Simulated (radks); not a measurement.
Species: Ge III. Configuration: [Ne] 3s2 3p4 3d10 4s2 4d2 (not the ground configuration).

Method: Dirac Kohn-Sham, PBE, spin-unpolarised, spherical densities, point nucleus; open shells fill j = l - 1/2 first; computed with a radial shooting solver on a logarithmic mesh with Libxc functionals.

Energy parts (Ry):
| part | energy |
|---|---|
| total | -4175.83427 |
| kinetic | 4265.00454 |
| electron-nucleus | -9976.91192 |
| Hartree | 1690.71662 |
| exchange-correlation | -154.64351 |

Orbitals (lengths in bohr, moments of r in powers of bohr; <r^-3> diverges for s and p1/2; r(90%) holds 90 % of the orbital's charge):
| orbital | occ. | eigenvalue (Ry) | <1/r> | <r^-3> | r(90%) | small-component weight |
|---|---|---|---|---|---|---|
| 1s1/2 | 2 | -810.1647 | 32.39 | - | 0.0840 | 1.34e-02 |
| 2s1/2 | 2 | -104.9878 | 7.156 | - | 0.325 | 2.60e-03 |
| 2p1/2 | 2 | -93.91723 | 7.120 | - | 0.296 | 2.59e-03 |
| 2p3/2 | 4 | -91.56594 | 6.925 | 961.8 | 0.301 | 2.54e-03 |
| 3s1/2 | 2 | -16.15467 | 2.330 | - | 0.914 | 6.16e-04 |
| 3p1/2 | 2 | -12.45945 | 2.214 | - | 0.953 | 5.69e-04 |
| 3p3/2 | 2 | -12.12933 | 2.169 | 136.2 | 0.967 | 5.56e-04 |
| 3d3/2 | 4 | -5.80536 | 1.906 | 16.37 | 1.10 | 4.46e-04 |
| 3d5/2 | 6 | -5.75615 | 1.894 | 15.94 | 1.10 | 4.43e-04 |
| 4s1/2 | 2 | -2.95462 | 0.7741 | - | 2.52 | 1.10e-04 |
| 4d3/2 | 2 | -0.98743 | 0.4486 | 1.023 | 4.38 | 4.33e-05 |
| 4d5/2 | 0 | -0.98441 | 0.4472 | 1.001 | 4.39 | 4.31e-05 |

The highest occupied level is 4d3/2 at -13.435 eV. The density falls to 0.001 e/bohr^3 at r = 4.37 bohr.
